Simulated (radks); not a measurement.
Question: Coherent X-ray form factor from a spherical all-electron density. Method: Dirac Kohn-Sham, PBEsol, spin-unpolarised, spherical densities, finite nucleus; Fermi nuclear charge, rms radius of each element as measured or else 0.836 A^(1/3) + 0.57 fm; computed with a radial shooting solver on a logarithmic mesh with Libxc functionals.

sin(theta)/lambda (1/angstrom),f0 (electrons)
0.05,80.123
0.1,77.707
0.15,74.266
0.2,70.347
0.25,66.346
0.3,62.488
0.4,55.523
0.5,49.628
0.6,44.679
0.8,36.862
1,30.785
1.25,24.810
1.5,20.452
2,15.525

The species is in the configuration that NIST lists as its ground one. Which atom or ion scatters so?

Answer: The bismuth ion Bi2+, [Hg] 6p1. Extrapolating in s^2 from the first two rows gives f0(0) = 80.9, near the electron count 81; among species with that count, the fall with angle is slower the higher Z, and the table is that of Z = 83; from so few rows the species is fixed only to a neighbour or two.
